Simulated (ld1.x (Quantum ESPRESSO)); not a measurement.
## PBE TM semilocal dataset for Tl, scalar-relativistic all-electron reference.

Tl (Z = 81), norm-conserving Troullier–Martins (semilocal form), made with ld1.x (Quantum ESPRESSO) 7.5 (PBE, scalar-relativistic). Core [Xe] 4f14, reference 5d10 6s2 6p1. Waves: 6p (bound): rc 2.50 bohr; 5d (bound): rc 1.15 bohr; 6s (bound): rc 1.70 bohr. Local part: the s channel. Core correction: a·sin(br)/r model core inside 0.70 bohr.

- Cutoffs needed: 70 Ry and 100 Ry (the cutoffs (Ry, on a coarse ladder) from which the occupation-weighted sum of valence levels, in a spherical-Bessel basis at the reference potential, stays within 10 and 1 mRy of its value at 400 Ry)
- Ghost test: no extra level below or beside the all-electron valence levels (p, d, s tested); the semilocal form is local in each channel, so this says nothing of the separable form that plane-wave codes build from it (spherical-Bessel basis up to 400 Ry, 20 bohr box)
- Largest excitation error: -65 meV (all-electron minus pseudo) for 5d10 6s0 6p0, out of 7 test configurations
